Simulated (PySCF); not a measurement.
A structure optimised at PBE-D3(BJ)/def2-SVP, used in a PySCF frequency run:

```
C
H 1 1.1102
H 1 1.1106 2 108.29
H 1 1.1177 2 106.52 3 -114.72
C 1 1.4832 2 112.31 4 -123.90
H 5 1.1002 1 122.95 2 -153.92
I 5 2.0862 6 113.47 1 161.85
```
Charge 0, spin multiplicity 2.

Q: Write its SMILES and formula.

A: C[CH]I, C2H4I

Q: What are its rotational constants (standard atomic weights)?

A: 39.405, 2.9703, 2.8134 GHz
